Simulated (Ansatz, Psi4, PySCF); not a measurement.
gallium atom (Ga), doublet. Base run: PBE0/aug-cc-pVDZ run with PySCF.

Here is a job for PySCF.
```python
from pyscf import gto, scf, dft

mol = gto.M(
    atom='''
Ga    0.00000000    0.00000000    0.00000000
''',
    basis='aug-cc-pvdz',
    spin=1,
    verbose=4,
)

mf = dft.UKS(mol)
mf.xc = 'pbe0'
mf.kernel()
```

The same geometry, method and basis name were run in Ansatz (a program for electronic structure) and Psi4 and PySCF, at each program's defaults and at the settings that a row names. The base is PySCF at its defaults. Differences at the defaults can come from grids, fitting, cores and function types together.

```tsv
code and settings	ΔE vs base (mEh)	basis functions	E (Eh)	SCF cycles
PySCF, defaults (exact integrals, its default grid, spherical functions)	0.000	36	-1924.52283	7
Psi4, defaults (density fitting with its default set, its default grid, spherical functions)	119.0	36	-1924.40385	8
Ansatz, defaults (factorised integrals, its default grid, spherical functions)	0.000	36	-1924.52283	-
PySCF, density fitting with def2-universal-jkfit	0.006	36	-1924.52282	7
PySCF, fine grid	0.000	36	-1924.52283	7
Psi4, exact integrals, spherical functions, fine grid	0.000	36	-1924.52283	9
Ansatz, high accuracy	0.000	36	-1924.52283	-
```

Open shells are given as the SCF converged; they aren't shown to be the lowest states, and a large step between rows can be another state.
